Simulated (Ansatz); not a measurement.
One change: `CS[SiH2]BCl` becomes `CS[SiH2]S`.

Ansatz, PBE0-D4/def2-TZVP geometries, multiplicity 1. Each molecule was computed in one conformer, which needn't be the lowest.

| property | `CS[SiH2]BCl` |
| --- | --- |
| size of the dipole moment (ωB97M-V/def2-TZVPP) / D | 1.34 |
| HOMO energy (B3LYP/def2-TZVPP) / eV | -6.59 |
| size of the dipole moment (B3LYP/def2-TZVPP) / D | 1.34 |
| size of the dipole moment (PBE/def2-TZVPP) / D | 1.32 |
| HOMO–LUMO gap (ωB97M-V/def2-TZVPP) / eV | 8.69 |
| HOMO–LUMO gap (PBE0/def2-TZVPP) / eV | 4.50 |

Q: Give the same properties after the change, and the shifts. (Estimate.)

A: Ansatz gave: 
```tsv
property	`CS[SiH2]S`	shift
size of the dipole moment (ωB97M-V/def2-TZVPP) / D	0.87	-0.47
HOMO energy (B3LYP/def2-TZVPP) / eV	-6.83	-0.24
size of the dipole moment (B3LYP/def2-TZVPP) / D	0.88	-0.46
size of the dipole moment (PBE/def2-TZVPP) / D	0.93	-0.39
HOMO–LUMO gap (ωB97M-V/def2-TZVPP) / eV	11.13	2.44
HOMO–LUMO gap (PBE0/def2-TZVPP) / eV	7.10	2.60
```

With PBE0 the HOMO falls by 0.25 eV and the LUMO rises by 2.35 eV, so the gap widens by about 2.60 eV. PBE moves the HOMO by -0.25 eV and ωB97M-V by -0.24 eV. Dipoles are sizes alone; their direction can turn.

B3LYP here is the variant with VWN-RPA as its local correlation; programs differ in this.
